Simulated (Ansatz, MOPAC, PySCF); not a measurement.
Dimer: CH4O (SMILES CO) (first 6 atoms) with C2H6 (SMILES CC); geometry from B3LYP-D3(BJ)/def2-TZVP, rigid monomers moved along the line of their centres of mass till H6···C7 is 2.41 Å.
(charge 0, multiplicity 1):
```
atom    x (Å)    y (Å)    z (Å)
----  -------  -------  -------
C     -0.6336   0.2408   0.0527
O      0.6830  -0.1554   0.4083
H     -1.2481  -0.6085  -0.2651
H     -0.5412   0.9309  -0.7846
H     -1.1428   0.7587   0.8730
H      0.6286  -0.7709   1.1462
C     -0.1206  -0.7567   3.4349
C      0.1503   0.7417   3.5386
H     -0.4963  -1.1633   4.3756
H      0.7894  -1.3094   3.1875
H     -0.8710  -0.9759   2.6709
H     -0.7609   1.2913   3.7819
H      0.5415   1.1380   2.6004
H      0.8826   0.9553   4.3192
```

Monomers are frozen at their geometry in the pair; levels with a basis set take the counterpoise correction. Rows marked so take none.

Frozen-core correlation. Rows in 6-31G*, STO-3G carry no dispersion term and start afresh at each structure (6-31G* with six Cartesian d functions). The state reached by AM1, PM7 isn't checked; PM7 holds dispersion and hydrogen-bond terms.

Codes used: Ansatz (a quantum-chemistry and plane-wave program); MOPAC for AM1, PM7 (differences of heats of formation); PySCF for 6-31G* rows, STO-3G rows, the dispersion terms. Values without a source in brackets are computed.

Other levels give for the interaction energy: PBE/def2-TZVPPD 0.8; B3LYP/def2-TZVPPD 5.6; B3LYP-D3(BJ)/def2-TZVPPD -5.1; wB97M-V/def2-TZVPPD -6.0; CCSD(T)/aug-cc-pVDZ -2.5 kJ/mol.

What do these common cheap choices give for the same quantity: AM1, PM7, HF/STO-3G (no counterpoise), HF/6-31G* (no counterpoise), BP86/6-31G* (no counterpoise), B3LYP/6-31G*, B3LYP/6-31G* (no counterpoise), M06-2X/6-31G* (no counterpoise)?

AM1 -2.0; PM7 -3.5; HF/STO-3G (no counterpoise) 11.0; HF/6-31G* (no counterpoise) 6.1; BP86/6-31G* (no counterpoise) -0.7; B3LYP/6-31G* 6.1; B3LYP/6-31G* (no counterpoise) -2.5; M06-2X/6-31G* (no counterpoise) -13.9 kJ/mol. They span -13.9 to 11.0 kJ/mol.
